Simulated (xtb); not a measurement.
Mg, singlet (GFN-xTB shapes and energies of metal compounds can be far from the true ones).

Here is a job for xtb.
```
$ xtb mol.xyz --gfn 2 --json

# file mol.xyz
1

Mg     0.00000000     0.00000000     0.00000000
```

Question: What does this run give for the dipole moment, total energy?

Answer: 
```json
{
 "dipole_moment": "0.00 D",
 "total_energy": "-0.4660 Eh"
}
```
